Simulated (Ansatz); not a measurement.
C3H5BClF (`CC1(Cl)CB1F`): the same geometry under several functionals.

```yaml
crystal:
  periodic: [false, false, false]
  atoms:
    - {symbol: C, position_ang: [-0.137824, -1.399854, -0.248367]}
    - {symbol: C, position_ang: [0.209189, 0.050141, -0.390534]}
    - {symbol: Cl, position_ang: [1.561401, 0.339677, -1.509460]}
    - {symbol: C, position_ang: [0.268635, 0.942897, 0.904326]}
    - {symbol: B, position_ang: [-0.683340, 1.272486, -0.225669]}
    - {symbol: F, position_ang: [-1.541315, 2.098314, -0.759721]}
    - {symbol: H, position_ang: [-0.434862, -1.824348, -1.208892]}
    - {symbol: H, position_ang: [0.714366, -1.967287, 0.135910]}
    - {symbol: H, position_ang: [-0.973400, -1.520645, 0.446180]}
    - {symbol: H, position_ang: [1.164841, 1.530569, 1.084662]}
    - {symbol: H, position_ang: [-0.082293, 0.421051, 1.792066]}
basis:
  gaussian: {orbitals: def2-TZVPP}
hamiltonian: {xc: {name: BLYP}, dispersion: d4}
output: {orbitals: {seedname: orbitals}}
```

```sh
$ ansatz run in.yaml --threads 4 --pin off --events-out ev --progress --plain
```

Shortened log:

```
Functional definition: BLYP
1454 factors; their error is unknown
mean field evaluation 1: about -19090.4188 eV, gradient 9.1e1 eV
mean field evaluation 2: about -19036.4391 eV, gradient 1.6e2 eV
mean field evaluation 4: about -19108.3892 eV, gradient 2.3e1 eV
mean field evaluation 8: about -19109.2713 eV, gradient 1.4e-1 eV
mean field evaluation 16: about -19109.2341 eV, gradient 8.3e-4 eV
mean field -19109.23408088 eV, -702.2513997681 hartree, gradient 3.5e-5 eV, S^2 0.000000; 0 other end points of the search recorded, 0 dependent functions left out
reference -19109.23447076 eV, -702.2514140962 hartree; 27, 27 occupied and 240, 240 virtual orbitals, 1454 factors
Total energy: -19109.78412697 eV, -702.2716135891 hartree
```

It took 1.4 s on 4 threads of a server CPU on a shared host, with 0.37 GiB of host memory at the peak.

Changing it to `hamiltonian: {xc: {name: PBE-QIDH}}` (abridged; 4 s):

```
Functional definition: PBE-QIDH
mean field evaluation 16: about -19086.3234 eV, gradient 3.8e-4 eV
mean field -19086.32335601 eV, -701.4094461586 hartree, gradient 5.8e-6 eV, S^2 0.000000
10 core orbitals not correlated: weight in the atoms' cores, before any rotation towards them, 1.000 or more for the frozen orbitals, at most 0.000 for the correlated occupied ones
second order -31.55980065 eV of doubles, -0.00000000 eV of singles
Total energy: -19096.84330234 eV, -701.7960470555 hartree
```

The same input with `hamiltonian: {xc: {name: r2SCANh}, dispersion: d4}` (abridged; 3.5 s):

```
Functional definition: r2SCANh
mean field evaluation 16: about -19106.9198 eV, gradient 3.3e-4 eV
mean field -19106.91978513 eV, -702.1663509683 hartree, gradient 1.0e-5 eV, S^2 0.000000
Total energy: -19106.98423500 eV, -702.1687194571 hartree
```

Changing it to `hamiltonian: {xc: pbe, dispersion: d4}` and forces (abridged; 1.7 s):

```
Functional definition: PBE
mean field evaluation 16: about -19098.4414 eV, gradient 7.2e-4 eV
mean field -19098.44142404 eV, -701.8547769447 hartree, gradient 2.2e-5 eV, S^2 0.000000
Total energy: -19098.68839647 eV, -701.8638530144 hartree
Atom 0 force     0.000790    -0.002324     0.002625 eV/Å
Atom 1 force    -0.127219    -0.141579    -0.038957 eV/Å
Atom 2 force     0.294351     0.070011    -0.257579 eV/Å
Atom 3 force    -0.009228     0.104344     0.136366 eV/Å
Atom 4 force     0.175343    -0.209289     0.129541 eV/Å
Atom 5 force    -0.413105     0.422523    -0.263498 eV/Å
Atom 6 force    -0.063992    -0.096374    -0.187492 eV/Å
Atom 7 force     0.173387    -0.134588     0.082578 eV/Å
Atom 8 force    -0.168056    -0.034851     0.135394 eV/Å
Atom 9 force     0.184840     0.125625     0.065999 eV/Å
Atom 10 force    -0.047110    -0.103496     0.195023 eV/Å
Dipole moment:    -0.139989    -0.199908     0.317836 e Å
```

With the line `hamiltonian: {xc: {name: wB97M-V}}` and forces (abridged; 6.5 s):

```
Functional definition: wB97M-V
mean field evaluation 16: about -19108.5008 eV, gradient 3.4e-4 eV
mean field -19108.50084585 eV, -702.2244538780 hartree, gradient 5.3e-5 eV, S^2 0.000000
Total energy: -19108.50089696 eV, -702.2244557562 hartree
Atom 0 force    -0.056824    -0.225952     0.035604 eV/Å
Atom 1 force    -0.057767     0.078038    -0.047924 eV/Å
Atom 2 force     0.109687     0.016643    -0.069946 eV/Å
Atom 3 force     0.089407     0.043585     0.217589 eV/Å
Atom 4 force     0.080071    -0.117572     0.073971 eV/Å
Atom 5 force    -0.140484     0.136792    -0.094068 eV/Å
Atom 6 force     0.025772     0.032893     0.073587 eV/Å
Atom 7 force    -0.060956     0.046887    -0.031497 eV/Å
Atom 8 force     0.059779     0.007158    -0.047188 eV/Å
Atom 9 force    -0.059048    -0.053812    -0.037593 eV/Å
Atom 10 force     0.010361     0.035339    -0.072535 eV/Å
Dipole moment:    -0.154212    -0.201998     0.331578 e Å
```

Changing it to `hamiltonian: {xc: {name: revPBE}, dispersion: d4}` (abridged; 1.3 s):

```
Functional definition: revPBE
mean field evaluation 16: about -19107.1716 eV, gradient 7.7e-4 eV
mean field -19107.17157705 eV, -702.1756041506 hartree, gradient 6.2e-5 eV, S^2 0.000000
Total energy: -19107.95900384 eV, -702.2045415512 hartree
```
